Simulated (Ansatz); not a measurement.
System: sum formula SnOBr (charge 0, doublet). It need not be the lowest isomer of its formula. 
Structure (B3LYP-D3(BJ)/def2-TZVP (Ansatz, an electronic-structure program) minimum search):
```xyz
3

Sn    -0.6358     0.4728    -0.5405
O     -1.6875    -1.2080    -0.4419
Br     1.2941    -0.3993     0.8732
```
Charge 0, spin multiplicity 2.

Basis-set convergence of Hartree-Fock and MP2 correlation energies (hartree) with Ansatz. Valence correlation only, unless marked. UHF or UKS for open shells. Spin-orbit coupling is left out. The frozen core is the preceding noble-gas configuration, with the filled d and f shells of earlier blocks. Past Kr the def2 sets carry scalar-relativistic core potentials.

| basis | functions | E(HF) | E(corr, MP2) |
|---|---|---|---|
| def2-SVPD | 96 | -2860.28886 | -0.33888 |
| def2-TZVPPD | 153 | … | … |

### Question
Some entries are withheld; supply them.

### Answer

- def2-TZVPPD, E(HF): -2860.70290
- def2-TZVPPD, E(corr, MP2): -0.42556
